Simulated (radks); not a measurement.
Values are calculated unless marked as measured or tabulated.
Question: Species: Cr. Configuration: [Ar] 3d5 4s1. Level of theory: non-relativistic Kohn-Sham, Slater X-alpha with alpha = 0.698, spin-polarised, spherical densities, point nucleus; open shells are filled with parallel spins first (a radial shooting solver on a logarithmic mesh with Libxc functionals). Some entries of the table are withheld. Estimate them.

| orbital | occ. | eigenvalue (eV) | <r^2> (bohr^2) |
|---|---|---|---|
| 1s up | 1 | -5825.144 | 0.005541 |
| 1s down | 1 | -5825.131 | 0.005541 |
| 2s up | 1 | -656.3687 | 0.1040 |
| 2s down | 1 | -654.3462 | 0.1036 |
| 2p up | 3 | -558.6398 | (1) |
| 2p down | 3 | -557.0979 | (2) |
| 3s up | 1 | -72.5995 | 0.9606 |
| 3s down | 1 | -67.4396 | 0.9612 |
| 3p up | 3 | -45.5013 | (3) |
| 3p down | 3 | -40.3514 | (4) |
| 4s up | 1 | -4.2718 | 13.01 |
| 3d up | 5 | -3.6163 | (5) |
| 4s down | 0 | -0.2592 | 47.36 |

Answer: 
(1) 2p up <r^2> (bohr^2): 0.08402
(2) 2p down <r^2> (bohr^2): 0.08357
(3) 3p up <r^2> (bohr^2): 1.113
(4) 3p down <r^2> (bohr^2): 1.113
(5) 3d up <r^2> (bohr^2): 3.059
